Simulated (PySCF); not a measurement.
Two probes of the same atoms: core binding energy and nuclear shielding

C7H11NS.
Geometry (PBE0-D3(BJ)/def2-SVP, Å), atoms numbered from 1 in this order:
```
atom  x, y, z in Å
S1     2.1000   -1.2415   -3.6731
C2     1.5030   -0.9969   -2.2255
N3     1.1094   -0.7951   -1.1222
C4     0.1097   -0.7655   -0.1054
C5    -0.4276   -2.1787    0.1565
C6    -1.2407   -2.7085   -1.0190
C7    -2.3668   -1.7503   -1.3952
C8    -1.8368   -0.3472   -1.6759
C9    -1.0253    0.1878   -0.5017
H10    0.5906   -0.3892    0.8120
H11    0.4121   -2.8500    0.3941
H12   -1.0615   -2.1262    1.0584
H13   -0.5780   -2.8584   -1.8892
H14   -1.6456   -3.7023   -0.7707
H15   -3.0948   -1.7032   -0.5648
H16   -2.9180   -2.1323   -2.2689
H17   -2.6669    0.3424   -1.8964
H18   -1.2070   -0.3656   -2.5826
H19   -0.6057    1.1805   -0.7272
H20   -1.6760    0.3078    0.3815
```

Binding energies: PySCF, delta-SCF UKS SCAN, pcX-2 on the ionised atom, pcseg-1 elsewhere, spin-free X2C. Shieldings: GIAO KT3/pcSseg-1, non-relativistic, same geometry.

| atom | C 1s (eV) |
| --- | --- |
| C2 | 292.79 |
| C4 | 292.30 |
| C5 | 290.76 |
| C6 | 290.63 |
| C7 | 290.61 |

What are the absolute isotropic shieldings of these atoms?

```json
{"atom": "C7", "environment": "ring CH2 carbon", "C 1s (eV)": "290.61", "isotropic shielding (ppm)": "152.3"}
{"atom": "C6", "environment": "ring CH2 carbon", "C 1s (eV)": "290.63", "isotropic shielding (ppm)": "158.0"}
{"atom": "C5", "environment": "ring CH2 carbon", "C 1s (eV)": "290.76", "isotropic shielding (ppm)": "145.5"}
{"atom": "C4", "environment": "sp3 carbon bound to nitrogen", "C 1s (eV)": "292.30", "isotropic shielding (ppm)": "127.5"}
{"atom": "C2", "environment": "isothiocyanate carbon", "C 1s (eV)": "292.79", "isotropic shielding (ppm)": "56.2"}
```

Among the listed atoms, is the one with the highest binding energy also the least shielded?

Yes: C2 has both (292.79 eV, 56.2 ppm).

By binding energy: C7 ≈ C6 < C5 < C4 < C2. By shielding: C2 < C4 < C5 < C7 < C6.

Of atoms equivalent by bonding only the ionised one is listed; its partners' own values can differ in this conformer. The structure is a single PBE0-D3(BJ)/def2-SVP conformer in the gas phase; no vibrational or solvent corrections.
